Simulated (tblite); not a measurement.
Compound: C7H4N2.
SMILES with atom numbers: `[CH:1]#[C:2][C:3]#[C:4][C@@H:5]([C:6]#[N:7])[N:8]=[CH2:9]` (hydrogens: H10 on C1; H11 on C5; H12, H13 on C9)

Cartesian coordinates in Å at the GFN2-xTB level; atoms count from 1:
```
atom  x, y, z in Å
C1     3.9992   -0.3730    1.1850
C2     2.9037   -0.2932    0.6915
C3     1.6691   -0.2085    0.1316
C4     0.5941   -0.1127   -0.4072
C5    -0.7383   -0.0509   -0.9901
C6    -1.2139   -1.4190   -1.1583
N7    -1.6173   -2.4836   -1.2576
N8    -1.5799    0.8101   -0.1790
C9    -2.4870    0.3556    0.5520
H10    4.9543   -0.4395    1.6123
H11   -0.6717    0.4250   -1.9821
H12   -2.7603   -0.6986    0.6525
H13   -3.0565    1.0679    1.1318
```

Computed with GFN2-xTB (tblite): harmonic, unscaled wavenumbers at the GFN2-xTB geometry, gas phase. Errors from tens to a few hundred cm⁻¹ against measured bands are possible. One conformer, not necessarily the lowest.

Harmonic wavenumbers (cm⁻¹): 35.9, 65.7, 108.7, 138.4, 170.9, 188.4, 288.6, 365.8, 375.7, 380.5, 389.3, 497.1, 616.5, 638.1, 643.1, 647.3, 812.4, 916.2, 989.3, 998.0, 1139.4, 1147.5, 1207.9, 1232.7, 1419.7, 1751.7, 2219.2, 2348.5, 2397.9, 2853.1, 2909.6, 3072.9, 3403.5.

A = 3245, B = 835.9, C = 716.3 MHz; mass 116.037 u (most abundant isotopes); point group C1, symmetry number 1.

Problem. What is the zero-point energy?

Solution. Half the sum of the wavenumbers: 18185 cm⁻¹ = 217.54 kJ/mol.

Problem. Entropy at 500 K, 1 bar (ideal gas, RRHO, classical rotation)?

Solution. Translation 178.89, rotation 129.85, vibration 192.33: S = 501.1 J/(mol K).

Problem. And Cp and H(500 K) − H(0)?

Solution. Cp = 191.28 J/(mol K), of which vibrations give 158.02 (their classical limit is 33 R = 274.4); H(500 K) − H(0) = 63.02 kJ/mol without the zero-point energy, 46.39 from vibrations.

Problem. Blend soft modes into free rotors: weight 1/[1 + (100 cm⁻¹/ν̃)⁴] for the oscillator and the rest for a rotor with moment μB/(μ + B), μ = h/(8π²ν), B = 10⁻⁴⁴ kg m². What vibrational entropy results?

Solution. 175.42 J/(mol K) in place of 192.33, which changes −T·S at 500 K by +8.46 kJ/mol.

Problem. What must be added to the electronic energy to get the Gibbs energy at 500 K and 1 bar?

Solution. ZPE + [H(500 K) − H(0)] − T·S = 217.54 + 63.02 − 250.54 = 30.02 kJ/mol.

Hindered rotation and anharmonicity are outside this model. Other conformers, if any are populated, would add a mixing term that is left out. The structure is chiral; the term R ln 2 for an equal mix with its mirror image is left out.
